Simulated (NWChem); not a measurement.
## Polarisability of silicon dioxide molecule (O2Si)

```
Si
O 1 1.5184
O 1 1.5184 2 180.00
```
Charge 0, spin multiplicity 1.

Program: NWChem. Structure: optimised with PBE0/def2-SVP, a minimum by its harmonic frequencies.

Basis set: def2-SVPD. Static limit.

The correlated methods keep 7 core orbitals frozen. B3LYP has NWChem's definition, with VWN1-RPA local correlation. Coupled-cluster values serve here as a point of comparison, not as the truth.

Problem. One of these methods gave an isotropic polarisability of 31.25 bohr³. Which?
A. BHandHLYP
B. CCSD linear response
C. HF
D. B3LYP

Solution. B, CCSD linear response. The others give 29.89 (B3LYP), 27.87 (BHandHLYP), 25.52 (HF).
